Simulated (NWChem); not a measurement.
Molecule: C$_{2}$H$_{5}$FOSi; SMILES C=C[Si@@H](O)F

```xyz
10

C      0.0277    -2.1944     0.3028
C     -0.7210    -1.1778    -0.1435
Si    -0.0175     0.5150    -0.4329
O     -0.7630     1.6746     0.4768
F      1.5553     0.4077    -0.0250
H      1.0965    -2.0672     0.5069
H     -0.3882    -3.1925     0.4812
H     -1.7872    -1.3568    -0.3374
H     -0.0992     0.9963    -1.8301
H     -0.9064     1.4737     1.4067
```
Atoms are numbered in this order, from 1.

Geometry: optimised at PBE0/def2-SVP.

**Question.** Give the principal values of the shielding tensors (ppm) of C1, C2, Si3, O4, F5 from PBE/pcSseg-1, GIAO (NWChem), with their diamagnetic and paramagnetic parts as GIAO splits them.

**Answer.** 
```
atom    σ11    σ22    σ33  isotropic  diamagnetic  paramagnetic
----  -----  -----  -----  ---------  -----------  ------------
C1    -88.5   26.7  164.1       34.1        255.9        -221.8
C2    -71.2   34.7  160.4       41.3        261.3        -220.0
Si3   342.8  356.6  370.0      356.5        881.1        -524.7
O4    211.9  277.9  281.9      257.2        389.6        -132.4
F5    246.2  347.1  377.2      323.5        473.0        -149.5
```
